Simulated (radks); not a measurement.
Results of a calculation; reference values are marked as such.
Spherical jellium clusters: N electrons in a uniform positive sphere of charge N and radius rs N^(1/3), rs = 4.49 bohr. Level of theory: non-relativistic Kohn-Sham, PBEsol, spin-polarised, spherical densities (a radial shooting solver with Libxc functionals). Levels are named by radial order and angular momentum (1s, 1p, 1d, 2s, ...), and open shells are averaged over m.

N = 7, configuration 1s2 1p(up 3, down 2). This is the lowest configuration that the search found. Occupied levels:

level    occupation  eigenvalue (eV)  <r> (bohr)
1s up             1          -3.9543       5.810
1s down           1          -3.8059       5.747
1p up             3          -2.9099       6.991
1p down           2          -2.7391       7.004

Energy (eV): total -12.2391, kinetic 9.7709, external -182.88, Hartree 90.114, exchange-correlation -22.389, background 93.143.
